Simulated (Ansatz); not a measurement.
Born–Oppenheimer molecular dynamics of C$_{2}$H$_{6}$Al$_{2}$ (10 atoms, charge 0, multiplicity 1). It starts at the highest image of a converged band. Of that band: The profile has 2 maxima (images 3, 7) with wells between them (image 6): this band takes more than one step, which may be the mechanism or a detour left from its start path. Neighbouring images differ by up to 2.0 eV, so the band resolves the path poorly. A vibrational analysis at the climbing image gives one clearly imaginary mode, 505i cm⁻¹: a first-order saddle point.

Computed with RKS r2SCANh-D4/def2-SVP (Ansatz).

* ensemble: NVE (velocity Verlet)
* time step: 0.5 fs
* steps asked: 200
* starting velocities drawn for: 300 K
* seed: 7821

First frame:

```xyz
10
Properties=species:S:1:pos:R:3
Al -1.389 1.325 -0.158
C 0.180 0.512 0.497
C 1.302 -0.226 0.819
Al 0.293 -1.477 -0.355
H -2.706 0.905 0.603
H -1.216 2.291 -1.395
H 1.406 0.589 -0.113
H 2.022 0.096 1.590
H 0.772 -1.514 -1.864
H -0.664 -2.501 0.377
```

Q: How far do the bonds stretch over the last three quarters of this one trajectory? (Pairs bonded in most of those frames.)

A: 
| bond | mean (Å) | spread (Å) | shortest | longest |
| --- | --- | --- | --- | --- |
| Al1–C2 | 2.015 | 0.041 | 1.90 | 2.07 |
| Al1–H5 | 1.595 | 0.020 | 1.56 | 1.63 |
| Al1–H6 | 1.598 | 0.028 | 1.54 | 1.64 |
| C2–C3 | 1.368 | 0.016 | 1.34 | 1.40 |
| C2–H7 | 1.145 | 0.064 | 1.03 | 1.28 |
| C3–Al4 | 1.922 | 0.055 | 1.84 | 2.04 |
| C3–H8 | 1.132 | 0.059 | 1.02 | 1.24 |
| Al4–H9 | 1.588 | 0.014 | 1.56 | 1.62 |
| Al4–H10 | 1.644 | 0.108 | 1.45 | 1.88 |

Mean temperature of the second half: 1351 K. The conserved energy stayed within 0.27 meV per atom of its start (net change -0.063 meV per atom), so the integration is sound. The system heated up, since it started high on the potential surface and ran downhill. A run of 0.1 ps of so small a system gives no equilibrium averages. The orbitals stay closed-shell, which can raise the energy where a bond breaks towards radicals; this wasn't checked here.

The run took 11 min on 2 threads of Arm Neoverse V1 (shared host), peak memory 0.21 GiB.
